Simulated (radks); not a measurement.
The numbers below are computed, except where a source is named.
Orbital eigenvalues (eV) of neutral zirconium, [Kr] 4d2 5s2, at several levels of relativity; Dirac values are averaged over j with weights 2j + 1. Spin-unpolarised spherical Kohn-Sham, LDA (Slater exchange, Perdew-Wang correlation), point nucleus unless stated (finite: rms radius 4.2694 fm), a radial shooting solver on a logarithmic mesh with Libxc functionals. A level marked "c x" has the speed of light scaled by that factor and shares open shells by 2j + 1; other Dirac levels either fill j = l - 1/2 first or share by 2j + 1.

| shell | non-rel. | Dirac, 2j+1 shares | Dirac, 2j+1 shares, finite nucleus | Dirac, c x 0.85 | change of magnitude, last against first (%) |
|---|---|---|---|---|---|
| 1s | -17396 | -17791 | -17791 | -17953 | +3.20 |
| 2s | -2373.8 | -2465.3 | -2465.2 | -2502.9 | +5.44 |
| 2p | -2177.2 | -2201.3 | -2201.3 | -2211.1 | +1.56 |
| 3s | -387.23 | -403.41 | -403.40 | -410.11 | +5.91 |
| 3p | -313.32 | -317.26 | -317.26 | -318.87 | +1.77 |
| 3d | -178.08 | -174.82 | -174.82 | -173.53 | -2.56 |
| 4s | -52.214 | -54.494 | -54.493 | -55.441 | +6.18 |
| 4p | -32.285 | -32.520 | -32.521 | -32.621 | +1.04 |
| 5s | -4.4206 | -4.5884 | -4.5884 | -4.6606 | +5.43 |
| 4d | -4.0987 | -3.7357 | -3.7358 | -3.5981 | -12.21 |
| 5p (empty) | -1.5813 | -1.5488 | -1.5488 | -1.5372 | -2.79 |
| 6s (empty) | -0.065940 | -0.066695 | -0.066695 | -0.067812 | +2.84 |
